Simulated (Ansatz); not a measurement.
All numbers were calculated with Ansatz.

A structure relaxed at PBE0-D4/def2-TZVP, charge 0, multiplicity 1:

```xyz
15

C    -0.637    1.239   -1.162
C     0.155    0.706    0.024
C    -0.760    0.398    1.193
N     0.924   -0.468   -0.350
Al    0.987   -2.114    0.275
Cl    2.301   -3.391   -0.759
H     0.023    1.463   -2.004
H    -1.167    2.158   -0.898
H    -1.368    0.498   -1.494
H     0.848    1.498    0.346
H    -1.316    1.289    1.489
H    -0.196    0.049    2.063
H    -1.485   -0.377    0.926
H     1.515   -0.278   -1.149
H     0.176   -2.668    1.499
```

Question: Give its formula and SMILES.

Answer: C3H9AlClN, `CC(C)[NH][AlH][Cl]`.

Question: Point group (tolerance 0.08 Å, 0.16 Å for H)?

Answer: C1.

Question: Summarise the bond lengths by kind.

Answer: 2 × C–C 1.516 to 1.522 Å; 7 × C–H 1.092 to 1.101 Å; 1 × C–N 1.453 Å; 1 × Al–N 1.762 Å; 1 × H–N 1.012 Å; 1 × Al–Cl 2.104 Å; 1 × Al–H 1.569 Å.
